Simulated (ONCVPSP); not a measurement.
# Plane-wave convergence, ONCV potential for zinc

* Element: zinc (Zn)
* Generator: ONCVPSP 4.0.1
* Type: optimised norm-conserving Vanderbilt (ONCV)
* Functional: PBE
* Relativity: fully relativistic
* Frozen core: [Ne] 3s2
* Valence charge: 18
* Reference configuration: 3p6 3d10 4s2
* Partial waves: 4s: rc 1.60 bohr, ncon 4, nbas 7, qcut 3.8 1/bohr, 3 projectors, debl 0.4 Ha; 3p: rc 0.75 bohr, ncon 5, nbas 10, qcut 9.3 1/bohr, 3 projectors, debl 0.5 Ha; 3d: rc 1.30 bohr, ncon 4, nbas 8, qcut 14.1 1/bohr, 2 projectors, debl 1.6 Ha; f scattering state at 0.43 Ha: rc 1.60 bohr, ncon 4, nbas 8, qcut 7.5 1/bohr, 3 projectors, debl 3.6 Ha
* Local potential: polynomial inside 0.50 bohr (lpopt 5, dvloc0 -1 Ha)
* Core correction: Teter function, fcfact 2.75, rcfact 1.2

Open shells are filled in proportion to 2j + 1.

In the p channel the program set the typed energies aside and used -3.027, 0.250, 0.750 Ha (j = l + 1/2; the other j can differ).

**Question.** For each optimised wave give the share of its norm inside rc, the residual kinetic energy above qcut (Ha) and the cutoffs (Ha) for errors of 10, 1, 0.1 and 0.01 mHa per electron.

**Answer.**

```tsv
wave	norm inside rc	residual KE	10 mHa	1 mHa	0.1 mHa	0.01 mHa
4s	0.141	5.1e-04	3.7	6.1	39.6	50.6
s projector 2	0.058	3.6e-04	3.6	6.2	8.8	61.8
s projector 3	0.057	1.1e-03	4.5	7.2	10.3	65.8
3p j=3/2	0.607	2.9e-03	36.6	109.8	529.1	612.1
p projector 2 j=3/2	0.033	3.1e-04	27.4	37.8	71.5	360.2
p projector 3 j=3/2	0.019	2.0e-04	25.3	36.0	50.0	162.2
3p j=1/2	0.622	3.2e-03	37.7	77.2	512.6	605.8
p projector 2 j=1/2	0.033	3.9e-04	28.3	38.9	70.8	270.5
p projector 3 j=1/2	0.019	2.5e-04	26.0	37.0	49.7	148.5
3d j=5/2	0.817	4.5e-07	59.0	70.2	79.4	86.5
d projector 2 j=5/2	0.115	9.8e-08	55.6	68.7	79.1	86.9
3d j=3/2	0.822	4.0e-07	58.9	70.0	79.2	86.2
d projector 2 j=3/2	0.115	9.5e-08	55.6	68.6	79.0	86.8
f projector 1 j=7/2	0.001	9.9e-08	1.1	2.5	7.4	15.6
f projector 2 j=7/2	0.157	7.7e-04	19.7	27.3	51.5	121.0
f projector 3 j=7/2	0.113	1.3e-02	29.0	37.2	79.8	155.2
f projector 1 j=5/2	0.001	9.9e-08	1.1	2.5	7.4	15.6
f projector 2 j=5/2	0.157	7.8e-04	19.7	27.3	51.7	121.1
f projector 3 j=5/2	0.113	1.3e-02	29.0	37.2	79.8	155.3
```

The occupied waves need 110 Ha and 529 Ha for 1 and 0.1 mHa. Rows with under 1 % of the norm inside rc give no meaningful cutoff. Note: ghosts flagged at negative energy: s at -137.7 eV, p3/2 at -432.1 eV, p1/2 at -674.9 eV; GHOST(+) flagged for s at 105.6 eV, s at 396.6 eV. A true bound ghost makes a file unfit for plane-wave use.
